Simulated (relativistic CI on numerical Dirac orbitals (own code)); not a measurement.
# One change at a time: Mo IX

Base calculation: Dirac-Coulomb-Breit CI, separate exchange-only KLI orbitals for each configuration, a model potential for QED, unscaled Slater integrals.

Configurations in the expansion (outside the closed core [Ar] 3d10): 4s²4p⁴, 4s4p⁵, 4p⁶, 4s²4p³4d, 4s4p⁴4d, 4s²4p³4f, 4s4p⁴4f, 4s²4p³5s, 4p⁵4d, 4s²4p³5p, 4s4p³4d², 4s²4p²4d5p, 4s²4p²4d4f, 4p⁵5s, 4s²4p³5d, 4s4p⁴5s, 4p⁵5p, 4p⁵4f, 4s4p³4d5s, 4s²4p³6s, 4s4p⁴5p, 4s²4p³6p, 4s²4p²5s5p, 4s²4p³5f, 4s²4p²4f5s, 4s²4p³5g, 4s²4p³6d, 4s²4p²4d², 4s²4p4d³, 4s4p²4d³, 4s²4p4d²4f, 4s4p²4d²4f, 4s²4p4d²5s, 4p⁴4d², 4p³4d³, 4p³4d²4f, 4p³4d²5s, 4s²4p²4f², 4s²4p4d4f², 4s4p²4d4f², 4s²4p4f³, 4s4p²4f³, 4s²4p4f²5s, 4s²4p²5s², 4s²4p4d5s², 4s4p²4d5s², 4s²4p4f5s², 4s4p²4f5s². Double excitations out of closed p, d and f shells are left out; levels of such configurations are missing from the list, as are those of other unlisted configurations, and high levels can miss mixing partners. These lack a partner that the ground configuration has and come out too high: 4s²4p³5p, 4s²4p³5d, 4s4p⁴5s, 4s²4p³6s, 4s4p⁴5p.

The lowest level and the first level of each name with at least 55 % of one term (blank where a level has no safe partner in the second run):

```tsv
Level	Base (cm⁻¹)	Shift (cm⁻¹)
4s²4p⁴ ³P2	0	0
4s²4p⁴ ³P0	16995	-5
4s²4p⁴ ³P1	20085	-14
4s²4p⁴ ¹D2	36355	-9
4s²4p⁴ ¹S0	74749	-12
4s4p⁵ ³P°2	230345	-106
4s4p⁵ ³P°1	243280	-104
4s4p⁵ ³P°0	253219	-104
4s4p⁵ ¹P°1	296197	-77
4s²4p³4d ⁵D°0	317990	+53
4s²4p³4d ⁵D°2	318460	+54
4s²4p³4d ⁵D°3	318583	+55
4s²4p³4d ⁵D°1	318606	+52
4s²4p³4d ⁵D°4	320608	+55
```

At this charge configurations can still be misplaced by up to about 7 % of their energy.

(1) One thing was changed in a second run, which moved the levels as shown. Which?
A. configuration mixing switched off
B. Breit term removed
C. one mean potential for all configurations
D. valence Slater integrals scaled by 0.9
E. QED terms removed

Results:

(1) C. One mean potential for all configurations. One potential for all configurations removes the relaxation of the orbitals, which moves whole configurations and changes the integrals a little.

LS names give the leading component of a level, which can be under half, so a name can repeat, a term be missing and a line seem to break the LS rules.
